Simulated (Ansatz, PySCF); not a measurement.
O (SMILES [O+]), charge +1, quartet. Base run: WB97M-V/cc-pVTZ (PySCF).

PySCF was given this input:
```python
from pyscf import gto, scf, dft

mol = gto.M(
    atom='''
O     0.00000000    0.00000000    0.00000000
''',
    basis='cc-pvtz',
    charge=1,
    spin=3,
    verbose=4,
)

mf = dft.UKS(mol)
mf.xc = 'wb97m_v'
mf.kernel()
```

The same geometry, method and basis name were run in Ansatz (a program for electronic structure) and PySCF, at each program's defaults and at the settings that a row names. The base is PySCF at its defaults. Differences at the defaults can come from grids, fitting, cores and function types together.

```csv
code and settings,ΔE vs base (mEh),basis functions,E (Eh),SCF cycles
"PySCF, defaults (exact integrals, its default grid, spherical functions)",0.000,30,-74.56802,7
"Ansatz, defaults (factorised integrals, its default grid, spherical functions)",0.001,30,-74.56802,-
"PySCF, density fitting with def2-universal-jkfit",-0.010,30,-74.56803,7
"PySCF, fine grid",0.000,30,-74.56802,7
"Ansatz, high accuracy",0.000,30,-74.56802,-
```

Open shells are given as the SCF converged; they aren't shown to be the lowest states, and a large step between rows can be another state.
